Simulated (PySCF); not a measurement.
Ta (tantalum, neutral): LDA calculation

Configuration: [Xe] 4f14 5d3 6s2, high-spin 4F determinant. Calculation: PySCF 2.14, in x2c-TZVPPall with one added diffuse shell each of s, p, d, f type (12s8p8d4f1g, 113 functions); the spin-free X2C one-electron Hamiltonian (Gaussian nucleus).

- Total energy: -15595.12 hartree
- One-electron energy: -21409.92 hartree
- Hartree (Coulomb) energy: 6125.29 hartree
- Exchange-correlation energy: -310.50 hartree
- ⟨S²⟩: 3.7552
- ⟨L²⟩: 12.002
- Sum of ⟨r⟩: 45.39 bohr
- Sum of ⟨r²⟩: 70.69 bohr²
- Langevin diamagnetic susceptibility: -56.0 ×10⁻⁶ cm³/mol

| shell | electrons | mean orbital energy (eV) | spread (eV) | rms radius, mean of both spins (bohr) |
| --- | --- | --- | --- | --- |
| 1s α | 1 | -67081.4 | 0 | 0.0212 |
| 1s β | 1 | -67081.4 | 0 | 0.0212 |
| 2s α | 1 | -11528.3 | 0 | 0.0854 |
| 2s β | 1 | -11528.2 | 0 | 0.0854 |
| 2p α | 3 | -10142.4 | 0 | 0.0775 |
| 2p β | 3 | -10142.3 | 0 | 0.0775 |
| 3s α | 1 | -2642.3 | 0 | 0.219 |
| 3s β | 1 | -2642.3 | 0 | 0.219 |
| 3p α | 3 | -2227.8 | 0 | 0.220 |
| 3p β | 3 | -2227.8 | 0 | 0.220 |
| 3d α | 5 | -1727.0 | 0.015 | 0.201 |
| 3d β | 5 | -1726.9 | 0.055 | 0.201 |
| 4s α | 1 | -538.01 | 0 | 0.488 |
| 4s β | 1 | -537.92 | 0 | 0.488 |
| 4p α | 3 | -401.15 | 0 | 0.520 |
| 4p β | 3 | -401.06 | 0 | 0.520 |
| 4d α | 5 | -221.83 | 0.080 | 0.564 |
| 4d β | 5 | -221.71 | 0.149 | 0.564 |
| 5s α | 1 | -73.261 | 0 | 1.17 |
| 5s β | 1 | -72.321 | 0 | 1.17 |
| 5p α | 3 | -40.142 | 0 | 1.38 |
| 5p β | 3 | -38.903 | 0 | 1.38 |
| 4f α | 7 | -25.246 | 0.090 | 0.722 |
| 4f β | 7 | -24.986 | 0.241 | 0.722 |
| 6s α | 1 | -5.995 | 0 | 3.54 |
| 6s β | 1 | -4.969 | 0 | 3.54 |
| 5d α | 3 | -4.412 | 0 | 2.46 |

Spin-orbit coupling, absent here, splits the open shell strongly.

Densities and radii are taken from the X2C orbitals without a picture-change correction, which distorts them close to the nucleus.
